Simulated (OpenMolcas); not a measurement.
F II: the spin-orbit constant, worked from levels

```
Program             : OpenMolcas 26.06
Basis               : ANO-R2 [4s4p2d1f]
Scalar Hamiltonian  : X2C, finite nucleus
Active space        : 6 electrons in 9 orbitals (RAS2 2s 2p; RAS3 3d, at most 2 electrons)
State averaging     : 2S+1 = 3 even, 3 roots; 2S+1 = 1 even, 6 roots; 2S+1 = 3 odd, 3 roots; 2S+1 = 1 odd, 3 roots
Spin-orbit coupling : state interaction with AMFI integrals over the reference wave functions, term energies averaged over their components
```

Methods: RASSCF; SS-RASPT2, IPEA 0.25 Eh, imaginary shift 0.1 Eh (closed shells correlated: 1s). Measured levels: NIST Handbook of Basic Atomic Spectroscopic Data.

**The spin-orbit constant.** For the Hund term 3P of p4, E(J) = (A/2) J(J+1) + constant and ζ = -2S·A = -2A. From J = 0 to J = 2 the energy changes by 3 A.

```csv
Source,E(2) - E(0),A,ζ
RASSCF,-469.2,-156.4,313
SS-RASPT2,-469.1,-156.4,313
measured,-489.7,-163.2,326
```

All in cm-1. SS-RASPT2 is off by -4.2 % and RASSCF by -4.2 %. Both methods take the spin-orbit matrix elements from the reference wave functions, so the second can move ζ only through the term energies and any multistate remixing. Second-order mixing with other terms is absorbed into this ζ.

Active for correlation alone: 3d; no level in the range computed is led by a configuration that fills it, so any true level of that kind is missing. Without dynamic correlation excited terms often stand tens of per cent too high (terms of higher spin than the ground term too low), and those without a measured partner can miss by more than the paired ones (holds for RASSCF). Measured partners are found by configuration, term and J. A level has none where our copy of the source lacks it or the pairing is in doubt (some pairs that miss far off the trend of their configuration count as doubtful), and it then counts in no deviation. Levels of configurations outside the active space are missing.
